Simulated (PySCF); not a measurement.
Cl₄Hf, SMILES [Cl][Hf+]([Cl])([Cl])[Cl] (connectivity only; charge and spin as stated), charge +1, multiplicity 2. Atoms are numbered in the order given.

```xyz
5

Hf     0.0000     0.0000     0.0000
Cl    -1.3928     1.3928     1.2824
Cl    -1.3928    -1.3928    -1.2824
Cl     1.3928     1.3928    -1.2824
Cl     1.3928    -1.3928     1.2824
```
Charge +1, spin multiplicity 2.

Geometry optimised at B3LYP-D3(BJ)/def2-SVP. The spin state was assumed, not searched. The def2 effective core potentials stand for the cores of Hf; spin–orbit coupling is left out.

All values below come from TDA-ωB97X/def2-SVPD in PySCF.

Vertical excitations; the highest root listed may be one member of a degenerate set. Gas-phase values at a fixed geometry.

| state | energy (eV) | λ (nm) | f | main pairs |
|---|---|---|---|---|
| root 1 | 0.13 | 9212 | 0.001 | β HOMO→LUMO 44 %, β HOMO−1→LUMO 19 %, β HOMO−8→LUMO 12 %, β HOMO−6→LUMO 12 % |
| root 2 | 0.15 | 8142 | 0.000 | β HOMO−1→LUMO 48 %, β HOMO→LUMO 20 %, β HOMO−5→LUMO 12 %, β HOMO−8→LUMO 8 % |
| root 3 | 0.68 | 1817 | 0.000 | β HOMO−4→LUMO 30 %, β HOMO−8→LUMO 26 %, β HOMO−6→LUMO 16 %, β HOMO−5→LUMO 12 % |
| root 4 | 0.88 | 1402 | 0.029 | β HOMO−2→LUMO 81 % |
| root 5 | 0.91 | 1359 | 0.029 | β HOMO−3→LUMO 53 %, β HOMO→LUMO 19 % |
| root 6 | 1.18 | 1049 | 0.021 | β HOMO−6→LUMO 33 %, β HOMO−8→LUMO 21 %, β HOMO−1→LUMO 15 %, β HOMO→LUMO 11 % |
| root 7 | 1.43 | 867 | 0.063 | β HOMO−4→LUMO 33 %, β HOMO−5→LUMO 26 %, β HOMO−3→LUMO 18 %, β HOMO−7→LUMO 11 % |
| root 8 | 1.56 | 794 | 0.007 | β HOMO−9→LUMO 55 %, β HOMO−10→LUMO 16 % |
| root 9 | 1.59 | 779 | 0.027 | β HOMO−7→LUMO 51 %, β HOMO−10→LUMO 17 %, β HOMO−6→LUMO 11 %, β HOMO−3→LUMO 8 % |
| root 10 | 1.71 | 725 | 0.001 | β HOMO−5→LUMO 28 %, β HOMO−9→LUMO 24 %, β HOMO−8→LUMO 21 %, β HOMO−6→LUMO 11 % |
Unrestricted roots are not spin-pure.
